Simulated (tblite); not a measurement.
C9H13P.
SMILES with atom numbers: `[CH3:1][CH2:2][c:3]1[cH:4][cH:5][c:6]([CH3:7])[p:8][c:9]1[CH3:10]` (hydrogens: H11, H12, H13 on C1; H14, H15 on C2; H16 on C4; H17 on C5; H18, H19, H20 on C7; H21, H22, H23 on C10)

Cartesian coordinates in Å at the GFN2-xTB level; atoms count from 1:
```
atom  x, y, z in Å
C1    -2.668   -1.258    0.233
C2    -1.887   -0.268    1.100
C3    -0.513   -0.030    0.525
C4     0.484   -0.934    0.880
C5     1.785   -0.885    0.419
C6     2.263    0.075   -0.454
C7     3.707    0.041   -0.868
P8     1.270    1.351   -1.097
C9    -0.275    1.021   -0.350
C10   -1.366    1.992   -0.716
H11   -3.653   -1.439    0.657
H12   -2.138   -2.205    0.171
H13   -2.791   -0.874   -0.777
H14   -2.443    0.665    1.180
H15   -1.785   -0.684    2.105
H16    0.220   -1.728    1.567
H17    2.478   -1.644    0.765
H18    4.350    0.242   -0.011
H19    3.973   -0.940   -1.262
H20    3.909    0.791   -1.631
H21   -2.234    1.479   -1.126
H22   -1.001    2.699   -1.460
H23   -1.690    2.559    0.159
```

Method: GFN2-xTB as coded in tblite; computed harmonic values from a numerical Hessian at the method's own geometry, unscaled. The method is semi-empirical: single wavenumbers can be off by several per cent or more. One conformer, not necessarily the lowest.

Harmonic wavenumbers (cm⁻¹): 65.9, 80.1, 80.9, 128.4, 187.1, 196.1, 202.4, 267.0, 330.3, 338.9, 363.2, 376.1, 402.6, 437.9, 480.5, 635.7, 667.5, 701.4, 745.5, 820.9, 826.8, 915.5, 916.9, 983.9, 1007.2, 1010.3, 1021.2, 1055.4, 1079.5, 1116.3, 1135.0, 1190.0, 1222.2, 1236.0, 1257.3, 1315.6, 1330.8, 1399.3, 1401.2, 1411.1, 1413.4, 1476.0, 1479.2, 1482.2, 1484.1, 1499.2, 1504.7, 1508.2, 1525.6, 1558.7, 2969.0, 2986.6, 2990.0, 3004.8, 3006.7, 3010.5, 3018.4, 3025.6, 3028.4, 3031.0, 3033.1, 3038.1, 3061.8.

A = 2023, B = 830.1, C = 627.2 MHz; mass 152.075 u (most abundant isotopes); point group C1, symmetry number 1.

Q: Zero-point energy?

A: Half the sum of the wavenumbers: 42238 cm⁻¹ = 120.76 kcal/mol.

Q: Give the ideal-gas entropy at 298.15 K and 1 bar in the rigid-rotor, harmonic-oscillator model (classical rotation).

A: Translation 40.99, rotation 30.10, vibration 33.22: S = 104.3 cal/(mol K).

Q: And Cp and H(298.15 K) − H(0)?

A: Cp = 43.81 cal/(mol K), of which vibrations give 35.86 (their classical limit is 63 R = 125.2); H(298.15 K) − H(0) = 7.75 kcal/mol without the zero-point energy, 5.38 from vibrations.

Q: How do the functions run with temperature in this model?

A: 
```tsv
T (K)	S (cal/(mol K))	Cp (cal/(mol K))	H − H(0) (kcal/mol)	G − H(0) (kcal/mol)	ln q(vib)
50	59.7	13.5	0.50	-2.49	0.41
100	71.3	20.5	1.35	-5.78	1.66
373.15	115.1	52.7	11.37	-31.58	9.92
500	132.5	66.2	18.94	-47.30	13.76
750	163.3	85.6	38.09	-84.36	21.13
1000	189.8	98.5	61.21	-128.57	28.08
```

q(vib) and H(0) count from the zero-point level.

Q: Blend soft modes into free rotors: weight 1/[1 + (100 cm⁻¹/ν̃)⁴] for the oscillator and the rest for a rotor with moment μB/(μ + B), μ = h/(8π²ν), B = 10⁻⁴⁴ kg m². What vibrational entropy results?

A: 31.17 cal/(mol K) in place of 33.22, which changes −T·S at 298.15 K by +0.61 kcal/mol.

Q: Which modes carry the vibrational entropy at 298.15 K?

A: 65.9 cm⁻¹: 4.27; 80.1 cm⁻¹: 3.89; 80.9 cm⁻¹: 3.87; 128.4 cm⁻¹: 2.97; 187.1 cm⁻¹: 2.26; 196.1 cm⁻¹: 2.17 cal/(mol K); the other 57 give 13.80 together.

Q: What must be added to the electronic energy to get the Gibbs energy at 298.15 K and 1 bar?

A: ZPE + [H(298.15 K) − H(0)] − T·S = 120.76 + 7.75 − 31.10 = 97.41 kcal/mol.

Hindered rotation and anharmonicity are outside this model. Other conformers, if any are populated, would add a mixing term that is left out. The structure is chiral; the term R ln 2 for an equal mix with its mirror image is left out.

The run took 1.9 s on one thread of an Arm Neoverse N1, shared host with 64 logical CPUs at a one-minute load of 41. The figure is for the frequency step alone.
